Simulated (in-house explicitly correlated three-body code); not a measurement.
Computed with an exponentially correlated three-body code. Model: two electrons around a point charge, non-relativistic, variational in 260 exponentially correlated functions (energies converged to about 1e-7 hartree, or 1e-8 relative for large Z).

Command:
```bash
python run_hyl.py task.json out
```
Settings (lengths in bohr, energies in hartree):
```
Z                      6
screening              0.9
interaction_strength   1
functions              260
states_tried           13
```

Time taken, with all properties: 2.1 min on 1 thread of Arm Neoverse N1 (shared host).

**Those bound S and P states to n = 4 that converged, binding against the one-electron ion.**

Given: nuclear charge 6; Yukawa screening of all interactions 0.9 1/bohr.

Computed: one-electron threshold -13.1565888 hartree.

```tsv
term	energy (hartree)	binding (eV)
1 1S	-23.5461801	282.72
2 3S	-13.7623436	16.483
2 1S	?	?
2 3P	-13.4430167	7.7941
2 1P	-13.3848627	6.2117
```

Problem. What belongs in the row 2 1S?

Solution. energy (hartree): -13.64195; binding (eV): 13.207.

**Converged states only, values per electron or pair (inverse distances are <exp(-kr)/r>).**

| term | mean r (bohr) | mean r squared (bohr²) | mean inverse r (1/bohr) | mean r12 (bohr) | mean inverse r12 (1/bohr) | mean cosine | mean p1 dot p2 (bohr⁻²) | delta r1 (bohr⁻³) | delta r12 (bohr⁻³) |
| --- | --- | --- | --- | --- | --- | --- | --- | --- | --- |
| 1 1S | 0.27231 | 0.10026 | 4.801 | 0.40379 | 2.618 | -0.021472 | 0.64432 | 59.63 | 5.8596 |
| 2 3S | 0.82026 | 1.1986 | 2.8065 | 1.4188 | 0.33374 | -0.0045042 | 0.02182 | 35.308 | - |
| 2 1S | 0.88363 | 1.4244 | 2.7811 | 1.5367 | 0.39739 | -0.0057982 | 0.032001 | 35.028 | 0.55134 |
| 2 3P | ? | ? | ? | ? | ? | ? | ? | ? | - |
| 2 1P | 0.88107 | 1.5143 | 2.7429 | 1.5272 | 0.38891 | 0.018982 | 0.87153 | 33.435 | 0.098664 |

Problem. What belongs in the row 2 3P?

Solution. mean r (bohr): 0.82226; mean r squared (bohr²): 1.2903; mean inverse r (1/bohr): 2.7626; mean r12 (bohr): 1.4292; mean inverse r12 (1/bohr): 0.38701; mean cosine: -0.037789; mean p1 dot p2 (bohr⁻²): -1.0393; delta r1 (bohr⁻³): 33.216.

**Electric-dipole lines between converged S and P states, rate of the upper state's decay.**

```
s state  p state  p minus s (eV)  oscillator strength from s  rate (1/s)
   1 1S     2 1P           276.5                     0.35011  3.8716e+11
   2 1S     2 1P          6.9957                     0.37533  2.6568e+08
   2 3S     2 3P          8.6893                     0.39376  4.3003e+08
```

**Static dipole response.**

```tsv
state	polarisability (bohr³)
1 1S	0.0099499
2 1S	6.0232
```
